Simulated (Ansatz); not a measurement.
`CO[CH2][ZnH]` + HCl → `Cl[CH2][ZnH]` + CH₃OH  (substitution at a C–O bond)

Isolated molecules relaxed with PBE0-D4/def2-TZVP in Ansatz; ΔE leaves out vibrations. CCSD(T)/CBS adds triple-zeta CCSD(T) − MP2 to the extrapolated MP2 energy (def2 sets, frozen cores). This one scheme is used for every species. Functionals use def2-TZVPP. B3LYP here is the variant with VWN-RPA as its local correlation; programs differ in this. HSE06 is defined as in plane-wave codes. For Zn outer-core shells are correlated without core-valence functions, which leaves a few kJ/mol of doubt a bond. Scalar relativity is left out up to krypton. Each species was taken in one conformer, which may not be the lowest.

```
             level  ΔE (kcal/mol)  difference from CCSD(T)/CBS
       LDA (SPW92)           -3.6                          2.9
            PBE-D4           -5.8                          0.7
         revPBE-D4           -5.6                          0.9
           BLYP-D4           -5.1                          1.4
         r2SCAN-D4           -5.9                          0.6
            B97M-V           -4.9                          1.6
           PBE0-D4           -6.2                          0.3
          B3LYP-D4           -5.4                          1.1
        r2SCANh-D4           -6.1                          0.4
        r2SCAN0-D4           -6.3                          0.2
          HSE06-D4           -6.3                          0.2
          BHLYP-D4           -5.9                          0.6
      CAM-B3LYP-D4           -4.6                          1.9
           ωB97X-V           -5.5                          1.0
           ωB97M-V           -5.8                          0.7
            B2PLYP           -5.9                          0.6
          PBE-QIDH           -6.4                          0.1
               PBE           -6.1                          0.4
              BLYP           -5.8                          0.7
            r2SCAN           -6.1                          0.4
              PBE0           -6.5                          0.0
           r2SCANh           -6.3                          0.2
           r2SCAN0           -6.5                          0.0
             HSE06           -6.5                          0.0
             BHLYP           -6.0                          0.5
         CAM-B3LYP           -4.9                          1.6
           LC-ωPBE           -5.9                          0.6
RPA@PBE/def2-TZVPP           -4.5                          2.0
       HF/def2-SVP           -3.6                          2.9
     CCSD/def2-SVP           -1.3                          5.2
  CCSD(T)/def2-SVP           -1.0                          5.5
     HF/def2-TZVPP           -6.8                         -0.3
    MP2/def2-TZVPP           -5.7                          0.8
SCS-MP2/def2-TZVPP           -5.6                          0.9
   CCSD/def2-TZVPP           -5.1                          1.4
CCSD(T)/def2-TZVPP           -5.0                          1.5
     HF/def2-QZVPP           -6.8                         -0.3
    MP2/def2-QZVPP           -6.6                         -0.1
     MP2/CBS(def2)           -7.2                         -0.7
    CCSD/CBS(def2)           -6.6                         -0.1
       CCSD(T)/CBS           -6.5                            0
```

Largest T1 diagnostic among the species: 0.014.

At CCSD(T), def2-SVP lies +5.6 kcal/mol from the extrapolated value and def2-TZVPP +1.5 kcal/mol. In def2-TZVPP, CCSD(T) changes the Hartree–Fock value by +1.8 kcal/mol (the triples alone add +0.1 kcal/mol) and MP2 by +1.1 kcal/mol.
